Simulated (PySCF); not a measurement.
Compound: C₄H₈Si.
Bonds: Si1–C2, C2–C3, C3–C4 (double), C4–C5, C3–C5. Hydrogens: H6, H7, H8 on Si1; H9, H10 on C2; H11 on C4; H12, H13 on C5.

The same species was optimised twice, with GFN2-xTB and with PBE0-D3(BJ)/def2-SVP (PySCF), and the same property calculations (PySCF, gas phase) were run on both structures.

```tsv
coordinate	GFN2-xTB	PBE0-D3(BJ)/def2-SVP	change
Si1–H8 (Å)	1.462	1.493	+0.031
Si1–H6 (Å)	1.464	1.495	+0.031
Si1–H7 (Å)	1.463	1.493	+0.030
C4–H11 (Å)	1.061	1.087	+0.026
C5–H12 (Å)	1.087	1.103	+0.016
C5–H13 (Å)	1.087	1.103	+0.016
Si1–C2 (Å)	1.916	1.900	-0.016
C2–H10 (Å)	1.092	1.103	+0.011
C2–H9 (Å)	1.092	1.102	+0.010
C2–C3 (Å)	1.457	1.467	+0.010
C4–C5 (Å)	1.502	1.500	-0.002
C3–C5 (Å)	1.501	1.501	0.000
C3=C4 (Å)	1.301	1.301	0.000
Si1–C2–H9 (°)	110.1	108.4	-1.7
C2–Si1–H6 (°)	107.7	109.4	+1.7
Si1–C2–H10 (°)	108.7	107.1	-1.6
C3–C4–H11 (°)	151.6	150.1	-1.5
C5–C4–H11 (°)	144.1	145.5	+1.4
C3–C2–H9 (°)	109.9	111.3	+1.4
H6–Si1–H7 (°)	110.5	109.2	-1.3
H7–Si1–H8 (°)	110.4	109.2	-1.2
Si1–C2–C3–C4 (°)	-102	-101	+1
```

Rotational constants: A = 9796, B = 2084, C = 1981 MHz (GFN2-xTB) against A = 9818, B = 2059, C = 1965 MHz (PBE0-D3(BJ)/def2-SVP). Point groups within 0.08 Å: C1 and C1.

On the GFN2-xTB structure: isotropic polarisability (au) 73.0 [CAM-B3LYP/def2-SVPD]; HOMO (eV) -7.98 [CAM-B3LYP/def2-SVPD]; LUMO (eV) 1.12 [CAM-B3LYP/def2-SVPD]; dipole (D) 0.87 [CAM-B3LYP/def2-SVPD]; HOMO (eV) -6.68 [PBE0/pcSseg-1]; LUMO (eV) 0.30 [PBE0/pcSseg-1]; dipole (D) 0.86 [PBE0/pcSseg-1]; GIAO shielding of Si1 (ppm) 425.4 [PBE0/pcSseg-1]; GIAO shielding of C2 (ppm) 174.5 [PBE0/pcSseg-1]; GIAO shielding of C3 (ppm) 60.4 [PBE0/pcSseg-1]; GIAO shielding of C4 (ppm) 82.7 [PBE0/pcSseg-1]; GIAO shielding of C5 (ppm) 178.6 [PBE0/pcSseg-1].

Problem. What do these properties become on the PBE0-D3(BJ)/def2-SVP structure?

Solution. 
| property | level | on GFN2-xTB | on PBE0-D3(BJ)/def2-SVP | change |
| --- | --- | --- | --- | --- |
| isotropic polarisability (au) | CAM-B3LYP/def2-SVPD | 73.0 | 74.5 | +1.5 |
| HOMO (eV) | CAM-B3LYP/def2-SVPD | -7.98 | -8.02 | -0.04 |
| LUMO (eV) | CAM-B3LYP/def2-SVPD | 1.12 | 1.08 | -0.04 |
| dipole (D) | CAM-B3LYP/def2-SVPD | 0.87 | 0.89 | +0.02 |
| energy, GFN2-xTB geometry as zero (kcal/mol) | CAM-B3LYP/def2-SVPD | 0.0 | -1.1 | -1.1 |
| HOMO (eV) | PBE0/pcSseg-1 | -6.68 | -6.72 | -0.04 |
| LUMO (eV) | PBE0/pcSseg-1 | 0.30 | 0.24 | -0.06 |
| dipole (D) | PBE0/pcSseg-1 | 0.86 | 0.87 | +0.01 |
| energy, GFN2-xTB geometry as zero (kcal/mol) | PBE0/pcSseg-1 | 0.0 | -0.9 | -0.9 |
| GIAO shielding of Si1 (ppm) | PBE0/pcSseg-1 | 425.4 | 421.8 | -3.6 |
| GIAO shielding of C2 (ppm) | PBE0/pcSseg-1 | 174.5 | 173.5 | -1.0 |
| GIAO shielding of C3 (ppm) | PBE0/pcSseg-1 | 60.4 | 59.5 | -0.9 |
| GIAO shielding of C4 (ppm) | PBE0/pcSseg-1 | 82.7 | 79.0 | -3.7 |
| GIAO shielding of C5 (ppm) | PBE0/pcSseg-1 | 178.6 | 175.0 | -3.6 |

The heavy atoms differ by 0.016 Å rms after alignment. Among all bonds Si1–H6, Si1–H7 and Si1–H8 change most and about equally (+0.030 to +0.031 Å). Changes are differences of the printed values. Neither structure is proved a minimum here.

The values belong to the conformer `[SiH3:1][CH2:2][C:3]1=[CH:4][CH2:5]1`: Si1–C2–C3–C4 -101°.
